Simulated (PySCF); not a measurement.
# Electron correlation in S (sulfur, neutral)

[Ne] 3s1 3p5, high-spin 3P determinant (an excited configuration). All numbers are calculated (PySCF 2.14, the spin-free X2C one-electron Hamiltonian (Gaussian nucleus), in x2c-TZVPPall (5s5p3d1f, 42 functions)). Frozen: [Ne]; 6 electrons correlated.

```csv
level,correlation energy (mhartree)
CCSD,-208.15
(T),-17.13
CCSD(T),-225.28
```

Diagnostics: T1 = 0.024, D1 = 0.0555, largest double amplitude 0.199.

A double-excitation amplitude exceeds 0.15, a sign of near-degeneracy.

Cost of the coupled-cluster step: about 1.9 core-seconds, for 6 correlated electrons.

Iterations:

```
CC2 = 0
CCSD nocc = (np.int64(4), np.int64(2)), nmo = (37, 37)
frozen orbitals [[0, 1, 2, 3, 4], [0, 1, 2, 3, 4]]
max_cycle = 100
direct = 0
conv_tol = 1e-08
conv_tol_normt = 1e-06
diis_space = 8
diis_start_cycle = 0
Init t2, MP2 energy = -0.155685897959477
Init E_corr(UCCSD) = -0.155685897962789
cycle = 1  E_corr(UCCSD) = -0.181543274007912  dE = -0.025857376  norm(t1,t2) = 0.114276
cycle = 2  E_corr(UCCSD) = -0.19280515035321  dE = -0.0112618763  norm(t1,t2) = 0.0687457
cycle = 3  E_corr(UCCSD) = -0.208645487620061  dE = -0.0158403373  norm(t1,t2) = 0.043086
cycle = 4  E_corr(UCCSD) = -0.207227531730066  dE = 0.00141795589  norm(t1,t2) = 0.00558497
cycle = 5  E_corr(UCCSD) = -0.208563221273905  dE = -0.00133568954  norm(t1,t2) = 0.00349057
cycle = 6  E_corr(UCCSD) = -0.208166384813075  dE = 0.000396836461  norm(t1,t2) = 0.00188346
cycle = 7  E_corr(UCCSD) = -0.208112670484978  dE = 5.37143281e-05  norm(t1,t2) = 0.000592505
cycle = 8  E_corr(UCCSD) = -0.208159289593792  dE = -4.66191088e-05  norm(t1,t2) = 0.000267148
cycle = 9  E_corr(UCCSD) = -0.208138679919397  dE = 2.06096744e-05  norm(t1,t2) = 8.7499e-05
cycle = 10  E_corr(UCCSD) = -0.208144409098644  dE = -5.72917925e-06  norm(t1,t2) = 5.17706e-05
cycle = 11  E_corr(UCCSD) = -0.208144952997325  dE = -5.43898681e-07  norm(t1,t2) = 4.20594e-05
cycle = 12  E_corr(UCCSD) = -0.208145219249961  dE = -2.66252636e-07  norm(t1,t2) = 5.84416e-06
cycle = 13  E_corr(UCCSD) = -0.208145207135128  dE = 1.21148324e-08  norm(t1,t2) = 1.82177e-06
cycle = 14  E_corr(UCCSD) = -0.208145180860041  dE = 2.62750873e-08  norm(t1,t2) = 3.82367e-07
cycle = 15  E_corr(UCCSD) = -0.208145183400828  dE = -2.54078766e-09  norm(t1,t2) = 1.32279e-07
UCCSD converged
E(UCCSD) = -398.3659555597287  E_corr = -0.2081451834008285
UCCSD(T) correction = -0.0171252030102092
```
